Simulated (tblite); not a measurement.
Parent: `[CH3:1][N:2]([CH3:3])[SiH:4]([CH3:5])[N:6]([CH3:7])[CH3:8]` with C1–N2–Si4–C5 -173°, N2–Si4–N6–C7 -52°, C5H16N2Si.

Computed geometry: GFN2-xTB, gas phase. One conformer each, not checked by frequencies here.

```tsv
coordinate of the parent	value
C1–N2	1.443 Å
N2–C3	1.440 Å
N2–Si4	1.723 Å
Si4–C5	1.904 Å
Si4–N6	1.728 Å
N6–C7	1.442 Å
N6–C8	1.438 Å
C1–N2–C3	111.8°
C1–N2–Si4	120.2°
C3–N2–Si4	122.2°
N2–Si4–C5	108.2°
N2–Si4–N6	104.7°
C5–Si4–N6	115.4°
Si4–N6–C7	121.1°
Si4–N6–C8	121.0°
C7–N6–C8	112.1°
```

Problem. How does the shared frame change in `[CH3:1][N:2]([CH3:3])[SiH:4]([CH:5]=[O:6])[N:7]([CH3:8])[CH3:9]` with C1–N2–Si4–C5 154°, N2–Si4–C5–O6 154°, N2–Si4–N7–C8 -157°, C5H14N2OSi? Atoms pair as C1 = C9, N2 = N7, C3 = C8, Si4 = Si4, C5 = C5, N6 = N2, C7 = C3, C8 = C1 (parent first).

Solution. 
```tsv
parent	relative	value in the relative	change
C1–N2	C9–N7	1.446 Å	+0.003
N2–C3	N7–C8	1.448 Å	+0.008
N2–Si4	N7–Si4	1.721 Å	-0.002
Si4–C5	Si4–C5	1.915 Å	+0.011
Si4–N6	Si4–N2	1.717 Å	-0.011
N6–C7	N2–C3	1.443 Å	+0.001
N6–C8	N2–C1	1.439 Å	+0.001
C1–N2–C3	C9–N7–C8	112.0°	+0.2
C1–N2–Si4	C9–N7–Si4	120.7°	+0.5
C3–N2–Si4	C8–N7–Si4	123.2°	+1.0
N2–Si4–C5	N7–Si4–C5	108.7°	+0.5
N2–Si4–N6	N7–Si4–N2	114.7°	+10.0
C5–Si4–N6	C5–Si4–N2	105.2°	-10.2
Si4–N6–C7	Si4–N2–C3	123.0°	+1.9
Si4–N6–C8	Si4–N2–C1	122.5°	+1.5
C7–N6–C8	C3–N2–C1	112.3°	+0.2
```

Of the parent's bonds, Si4–C5 and Si4–N6 change most and about equally (-0.011 to +0.011 Å). Bonds of the relative outside the shared frame: C5=O6 1.205 Å. Point group C1 → C1.

Problem. How does the shared frame change in `[CH3:1][N:2]([CH3:3])[SiH:4]([SiH3:5])[N:6]([CH3:7])[CH3:8]` with C1–N2–Si4–Si5 171°, N2–Si4–N6–C7 -161°, C4H16N2Si2? Atoms pair as C1 = C1, N2 = N2, C3 = C3, Si4 = Si4, N6 = N6, C7 = C8, C8 = C7 (parent first).

Solution. 
```json
{"parent": "C1–N2", "relative": "C1–N2", "value in the relative": "1.442 Å", "change": "-0.001"}
{"parent": "N2–C3", "relative": "N2–C3", "value in the relative": "1.438 Å", "change": "-0.002"}
{"parent": "N2–Si4", "relative": "N2–Si4", "value in the relative": "1.726 Å", "change": "+0.003"}
{"parent": "Si4–N6", "relative": "Si4–N6", "value in the relative": "1.732 Å", "change": "+0.004"}
{"parent": "N6–C7", "relative": "N6–C8", "value in the relative": "1.442 Å", "change": "0.000"}
{"parent": "N6–C8", "relative": "N6–C7", "value in the relative": "1.438 Å", "change": "0.000"}
{"parent": "C1–N2–C3", "relative": "C1–N2–C3", "value in the relative": "111.8°", "change": "0.0"}
{"parent": "C1–N2–Si4", "relative": "C1–N2–Si4", "value in the relative": "121.0°", "change": "+0.8"}
{"parent": "C3–N2–Si4", "relative": "C3–N2–Si4", "value in the relative": "121.6°", "change": "-0.6"}
{"parent": "N2–Si4–N6", "relative": "N2–Si4–N6", "value in the relative": "104.2°", "change": "-0.5"}
{"parent": "Si4–N6–C7", "relative": "Si4–N6–C8", "value in the relative": "120.3°", "change": "-0.8"}
{"parent": "Si4–N6–C8", "relative": "Si4–N6–C7", "value in the relative": "119.6°", "change": "-1.4"}
{"parent": "C7–N6–C8", "relative": "C8–N6–C7", "value in the relative": "111.8°", "change": "-0.3"}
```

Of the parent's bonds, N2–Si4 and Si4–N6 change most and about equally (+0.003 to +0.004 Å). Bonds of the relative outside the shared frame: Si4–Si5 2.309 Å. Point group C1 → C1.
